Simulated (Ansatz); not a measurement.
**Molecular dynamics of BCl2HO**

Input:

```yaml
crystal:
  periodic: [false, false, false]
  atoms:
    - { symbol: B, position_ang: [-0.012816, -0.037369, -0.002536] }
    - { symbol: O, position_ang: [0.010042, -0.112956, 1.341428] }
    - { symbol: H, position_ang: [-0.881344, -0.155911, 1.721759] }
    - { symbol: Cl, position_ang: [1.513833, 0.04771, -0.859786] }
    - { symbol: Cl, position_ang: [-1.539216, -0.022875, -0.903765] }
basis:
  gaussian: { orbitals: "6-31G*" }
hamiltonian:
  xc: r2scan
  dispersion: d4
md:
  timestep: 0.5
  n_steps: 100
  ensemble: nve
  temperature: 500.0
  initial_velocities: maxwell_boltzmann
  seed: 69675
  masses: [{ species: H, mass: 2.014 }]
```

Run as:

```bash
$ ansatz run input.yaml --threads 1 --pin off --max-ram 2048MiB --backend cpu --events-out ev --progress --plain --runs-dir out
```

It starts from a relaxed structure.

Output, in part (one step line in 4, the closing report, with atoms numbered from 0):

```
md step     0: t =     0.00 fs  T =   500.0 K  F+E_penalty+E_count = -27784.58455656 eV  E_kin = 0.193890 eV  conserved = -27784.39066656 eV  (27 SCF iters)
md step     4: t =     2.00 fs  T =   453.9 K  F+E_penalty+E_count = -27784.56661596 eV  E_kin = 0.176019 eV  conserved = -27784.39059695 eV  (28 SCF iters)
md step     8: t =     4.00 fs  T =   353.0 K  F+E_penalty+E_count = -27784.52738079 eV  E_kin = 0.136899 eV  conserved = -27784.39048139 eV  (31 SCF iters)
md step    12: t =     6.00 fs  T =   266.6 K  F+E_penalty+E_count = -27784.49381460 eV  E_kin = 0.103393 eV  conserved = -27784.39042170 eV  (30 SCF iters)
md step    16: t =     8.00 fs  T =   231.6 K  F+E_penalty+E_count = -27784.48027521 eV  E_kin = 0.089817 eV  conserved = -27784.39045772 eV  (30 SCF iters)
md step    20: t =    10.00 fs  T =   228.7 K  F+E_penalty+E_count = -27784.47921224 eV  E_kin = 0.088692 eV  conserved = -27784.39052029 eV  (31 SCF iters)
md step    24: t =    12.00 fs  T =   220.5 K  F+E_penalty+E_count = -27784.47605100 eV  E_kin = 0.085522 eV  conserved = -27784.39052921 eV  (31 SCF iters)
md step    28: t =    14.00 fs  T =   198.3 K  F+E_penalty+E_count = -27784.46741565 eV  E_kin = 0.076915 eV  conserved = -27784.39050024 eV  (30 SCF iters)
md step    32: t =    16.00 fs  T =   177.2 K  F+E_penalty+E_count = -27784.45917995 eV  E_kin = 0.068697 eV  conserved = -27784.39048295 eV  (30 SCF iters)
md step    36: t =    18.00 fs  T =   168.7 K  F+E_penalty+E_count = -27784.45589593 eV  E_kin = 0.065417 eV  conserved = -27784.39047858 eV  (30 SCF iters)
md step    40: t =    20.00 fs  T =   176.0 K  F+E_penalty+E_count = -27784.45873287 eV  E_kin = 0.068245 eV  conserved = -27784.39048836 eV  (31 SCF iters)
md step    44: t =    22.00 fs  T =   192.0 K  F+E_penalty+E_count = -27784.46499061 eV  E_kin = 0.074473 eV  conserved = -27784.39051781 eV  (31 SCF iters)
md step    48: t =    24.00 fs  T =   199.0 K  F+E_penalty+E_count = -27784.46769827 eV  E_kin = 0.077158 eV  conserved = -27784.39054032 eV  (30 SCF iters)
md step    52: t =    26.00 fs  T =   184.1 K  F+E_penalty+E_count = -27784.46192178 eV  E_kin = 0.071395 eV  conserved = -27784.39052715 eV  (31 SCF iters)
md step    56: t =    28.00 fs  T =   156.7 K  F+E_penalty+E_count = -27784.45123788 eV  E_kin = 0.060756 eV  conserved = -27784.39048214 eV  (28 SCF iters)
md step    60: t =    30.00 fs  T =   145.4 K  F+E_penalty+E_count = -27784.44682085 eV  E_kin = 0.056378 eV  conserved = -27784.39044305 eV  (31 SCF iters)
md step    64: t =    32.00 fs  T =   173.0 K  F+E_penalty+E_count = -27784.45754440 eV  E_kin = 0.067073 eV  conserved = -27784.39047098 eV  (31 SCF iters)
md step    68: t =    34.00 fs  T =   222.9 K  F+E_penalty+E_count = -27784.47698368 eV  E_kin = 0.086439 eV  conserved = -27784.39054437 eV  (30 SCF iters)
md step    72: t =    36.00 fs  T =   252.3 K  F+E_penalty+E_count = -27784.48840817 eV  E_kin = 0.097836 eV  conserved = -27784.39057182 eV  (30 SCF iters)
md step    76: t =    38.00 fs  T =   243.7 K  F+E_penalty+E_count = -27784.48501588 eV  E_kin = 0.094488 eV  conserved = -27784.39052791 eV  (30 SCF iters)
md step    80: t =    40.00 fs  T =   222.3 K  F+E_penalty+E_count = -27784.47666524 eV  E_kin = 0.086201 eV  conserved = -27784.39046469 eV  (31 SCF iters)
md step    84: t =    42.00 fs  T =   227.1 K  F+E_penalty+E_count = -27784.47849258 eV  E_kin = 0.088060 eV  conserved = -27784.39043219 eV  (30 SCF iters)
md step    88: t =    44.00 fs  T =   278.4 K  F+E_penalty+E_count = -27784.49840431 eV  E_kin = 0.107949 eV  conserved = -27784.39045525 eV  (31 SCF iters)
md step    92: t =    46.00 fs  T =   361.1 K  F+E_penalty+E_count = -27784.53056379 eV  E_kin = 0.140032 eV  conserved = -27784.39053190 eV  (31 SCF iters)
md step    96: t =    48.00 fs  T =   427.6 K  F+E_penalty+E_count = -27784.55642747 eV  E_kin = 0.165815 eV  conserved = -27784.39061247 eV  (29 SCF iters)
md step   100: t =    50.00 fs  T =   429.3 K  F+E_penalty+E_count = -27784.55708384 eV  E_kin = 0.166461 eV  conserved = -27784.39062325 eV  (27 SCF iters)
Total energy: -27784.55708991 eV, -1021.0636400051 hartree
Atom 0 at    -0.025307     0.001328     0.009726 Å, force     0.251152    -0.354650    -0.296580 eV/Å
Atom 1 at     0.006738    -0.116807     1.337987 Å, force     0.216228     0.051039     0.643482 eV/Å
Atom 2 at    -0.853983    -0.212040     1.771310 Å, force    -0.088137     0.061500    -0.141789 eV/Å
Atom 3 at     1.493783     0.042630    -0.863772 Å, force     0.193865     0.141655     0.014276 eV/Å
Atom 4 at    -1.515420    -0.024668    -0.904780 Å, force    -0.573108     0.100456    -0.219389 eV/Å
Dipole moment:    -0.325760    -0.028054     0.350598 e Å
```

All steps were run. The conserved energy stayed within 0.049 meV per atom of its start (net change 0.0088 meV per atom), so the integration is sound. A run of 0.05 ps of so small a system gives no equilibrium averages.

The same pairs are bonded in the first frame and the last. Pairs count as bonded within 1.25 times the sum of covalent radii (0.12 Å more for H–H).

Last frame:

```xyz
5
Properties=species:S:1:pos:R:3
B -0.025 0.001 0.010
O 0.007 -0.117 1.338
H -0.854 -0.212 1.771
Cl 1.494 0.043 -0.864
Cl -1.515 -0.025 -0.905
```

The run took 3.3 min on 1 thread of Intel(R) Xeon(R) 6975P-C (Granite Rapids), on a shared host, peak memory 0.14 GiB.
